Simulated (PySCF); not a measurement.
Compound: C3H5BrOSi.
Bonds: O1–C2 (double), C2–C3 (double), C3–Si4, C3–C5, C5–Br6. Hydrogens: H7, H8, H9 on Si4; H10, H11 on C5.

Level of theory: PBE0-D3(BJ)/def2-SVP geometry optimisation, gas phase (PySCF 2.14.0).

Problem. What internal coordinates does the optimisation give?

Solution. 
```csv
bond,length (Å)
O1=C2,1.159
C2=C3,1.321
C3–Si4,1.875
C3–C5,1.491
C5–Br6,1.974
"Si4–H7, Si4–H8, Si4–H9",1.493
"C5–H10, C5–H11",1.097
```

Bonds in one row agree within 0.01 Å and their mean is given. A selection of angles:
```csv
angle,degrees
O1–C2–C3,177.7
C2–C3–Si4,116.7
C2–C3–C5,121.5
Si4–C3–C5,121.6
C3–Si4–H7,108.3
C3–Si4–H8,111.3
H7–Si4–H8,109.7
C3–C5–Br6,113.3
C3–C5–H10,113.1
C3–C5–H11,111.4
Br6–C5–H10,105.3
Br6–C5–H11,104.2
H10–C5–H11,109.0
```

Torsions: C2–C3–C5–Br6 102° (anticlinal). The mirror-image conformer, all signs reversed, is as good.

Si4 (SiH3 silicon) is tetrahedral (angles from 108.2° to 111.3°). The 2 C–C bonds span 1.321 Å (C2=C3, drawn double) to 1.491 Å (C3–C5, drawn single), a spread of 0.170 Å.

Point group: C1 (no symmetry element, even within 0.4 Å). No PBE0-D3(BJ)/def2-SVP frequencies stand behind this structure, so it isn't proved a minimum. The numbers are those of one conformer.
